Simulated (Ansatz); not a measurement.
Reactions of `C=CBCl`.

Program: Ansatz. Geometries: PBE0-D4/def2-TZVP. ΔE: electronic, gas phase. CCSD(T)/CBS is the MP2 limit (def2-TZVPP, def2-QZVPP) plus CCSD(T) − MP2 in def2-TZVPP, frozen cores. This one scheme is used for every species. One conformer a species, not always the lowest.

```csv
reaction,MP2/CBS(def2) (eV),CCSD(T)/CBS(def2) (eV)
`C=CBCl` + H₂S → `SBCl` + `C=C`,-0.57,-0.55
`C=CBCl` + `CBF` → `CB(F)BCl` + `C=C`,0.68,0.59
`C=CBCl` + H–F → `C=CF` + `BCl`,1.24,1.13
`C=CBCl` + `[AlH3]` → `[AlH2][BH]Cl` + `C=C`,0.69,0.60
`C=CBCl` + `C=C=CC` → `C=C=C(C)BCl` + `C=C`,-0.18,-0.14
`C=CBCl` + `O=C=[N][AlH2]` → `O=C=NBCl` + `C=[CH][AlH2]`,0.70,0.69
`C=CBCl` + CH₃SH → `C=CSC` + `BCl`,0.61,0.64
`C=CBCl` + `C=C(N)S` → `SBCl` + `C=CC(=C)N`,-0.96,-0.95
`C=CBCl` + `CC[SiH3]` → `CC([SiH3])BCl` + `C=C`,0.07,0.08
```

Largest T1 diagnostic: 0.016, for `O=C=NBCl`.
